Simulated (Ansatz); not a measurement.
C₃H₅O, SMILES CC([CH2])=O, multiplicity 2.

The structure is a stationary point at PBE0-D3(BJ)/def2-SVP. The isomer is the one that the SMILES or the coordinates give; other isomers of the formula were not compared.

Two levels are set side by side: PBE/def2-SVPD (Ansatz, a quantum-chemistry and plane-wave program) and PBE0/def2-SVPD (Ansatz). Energy differences of separate SCF runs at the same geometry; the states with an electron removed or added have multiplicity 3 and 1. Differences are taken from unrounded values.

```
quantity                          PBE
-------------------------------  ----
vertical ionisation energy (eV)  9.62
vertical electron affinity (eV)  1.41
```

Q: These are the PBE values. What does PBE0 give? (The exact figures need the calculation; the answer reports its results.)

A: 
```tsv
quantity	PBE0	PBE minus PBE0
vertical ionisation energy (eV)	9.69	-0.07
vertical electron affinity (eV)	1.28	0.13
```
